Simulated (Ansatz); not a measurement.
Consider the atomization: `[SiH3]S[SiH2]S` → 6 H• + 2 S• + 2 Si•.

Computed with Ansatz on PBE0-D4/def2-TZVP structures; ΔE is electronic, products minus reactants. CCSD(T)/CBS adds triple-zeta CCSD(T) − MP2 to the extrapolated MP2 energy (def2 sets, frozen cores). This one scheme is used for every species, atoms too. DFT in def2-TZVPP. B3LYP here is the variant with VWN-RPA as its local correlation; programs differ in this. No spin–orbit coupling; open shells (•) take unrestricted orbitals. Spin–orbit coupling would lower the free atoms: a little for S, Si. One conformer a species, not always the lowest.

| level | ΔE (kcal/mol) |
| --- | --- |
| r2SCAN-D4 | 717.6 |
| PBE0-D4 | 709.0 |
| B3LYP | 699.8 |
| MP2/def2-QZVPP | 708.9 |

Q: What does CCSD(T)/CBS give? (Estimate.)

A: Computed: +717.6 kcal/mol. The listed levels differ from it by 0.0, -8.6, -17.8, -8.7 kcal/mol.

Largest T1 diagnostic among the species: 0.012.

The D4 term adds +12.0 kcal/mol with B3LYP and +6.3 kcal/mol with PBE0; it sums over pairs of atoms, weighted by their polarisabilities, and B3LYP, whose exchange is more repulsive, gets the larger term. In def2-TZVPP, CCSD(T) changes the Hartree–Fock value by +164.7 kcal/mol (the triples alone add +9.5 kcal/mol) and MP2 by +165.3 kcal/mol; breaking electron pairs costs correlation energy, which Hartree–Fock lacks.

For atomizations the MP2-based limit and the directly extrapolated one differ by several kJ/mol either way, and by 10 to 25 for some Ge, Se and Sn compounds, so smaller differences from it don't rank the levels.
